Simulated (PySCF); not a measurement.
# Li⁻ (lithium, charge -1) across methods

[He] 2s2, closed-shell 1S. Calculation: PySCF 2.14, in aug-cc-pVQZ-DK (6s5p4d3f2g, 80 functions); scalar relativity by spin-free X2C-1e. The B2PLYP total includes its PT2 part (frozen core); its orbital energies are those of the SCF part.

```csv
method,E (hartree),mean ε 1s (eV),mean ε 2s (eV),Σ⟨r²⟩ (bohr²),⟨S²⟩
r2SCAN,-7.4965,-48.632,0.807,81.79,0.000
PBE,-7.4808,-46.940,0.862,81.31,0.000
PBE0,-7.4856,-51.059,0.465,77.36,0.000
TPSSh,-7.5099,-49.579,0.691,76.02,0.000
LC-wPBE,-7.4893,-52.720,-0.791,69.86,0.000
r2SCANh,-7.4966,-50.087,0.660,80.93,0.000
B2PLYP,-7.4874,-55.736,0.194,82.63,0.000
LDA,-7.3658,-46.286,0.805,84.17,0.000
UHF,-7.42886,-63.202,-0.393,87.13,0.000
```

The highest occupied level is positive at r2SCAN, PBE, PBE0, TPSSh, r2SCANh, B2PLYP, LDA: only the finite basis holds that electron, which in a density functional comes from self-interaction.
